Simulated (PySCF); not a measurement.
Compound: C5H6F2OSi.
SMILES with atom numbers: `[F:1][CH2:2][C:3]1=[CH:4][Si@@H:5]([F:6])[CH:7]=[CH:8][O:9]1`

Probes without a nucleus sit at each ring's centroid and 1 Å off its mean plane on both sides; NICS is minus the shielding there, NICSzz its component along the normal. Level: GIAO PBE0/pcSseg-1 (PySCF, non-relativistic, gas phase) on the GFN2-xTB geometry, one conformer.

Ring bond lengths (Å), with Mayer bond orders in brackets: C3–C4 1.334 (1.77), C4–Si5 1.862 (0.90), Si5–C7 1.864 (0.89), C7–C8 1.332 (1.83), C8–O9 1.353 (1.03), O9–C3 1.361 (0.98).

Give the NICS values of each ring in ppm.

```tsv
ring	type	NICS(0)	NICS(1), two faces	NICS(1)zz, two faces	rms pucker (Å)	centre to ring atoms, mean (Å)
C3–C4–Si5–C7–C8–O9	6-membered ring with O and Si; formal bonds 2 double, 4 single	-0.9	-2.5 / -3.4	-1.6 / -3.9	0.02	1.51
```

What do they say, and how far can they be read as aromaticity?

- C3–C4–Si5–C7–C8–O9: mean NICS(1)zz -2.8 ppm, near zero. Si5 has four or more neighbours, so the value isn't read as a sign of a π ring current.

What field does 11.7 T along the ring normal induce along that normal at the second NICS(1) probe listed for ring C3–C4–Si5–C7–C8–O9, 1 Å off the ring?

NICSzz × B0 = -3.9 ppm × 11.7 T = -46 μT, against the applied field.

The run took 17 s of wall time on an AMD EPYC 9R45 with one thread, no GPU, on a shared host, and the process peaked at 0.84 GiB of memory. This is the whole shielding run at PBE0/pcSseg-1, SCF included.

The values belong to the conformer `[F:1][CH2:2][C:3]1=[CH:4][Si@@H:5]([F:6])[CH:7]=[CH:8][O:9]1`: F1–C2–C3–C4 3°.
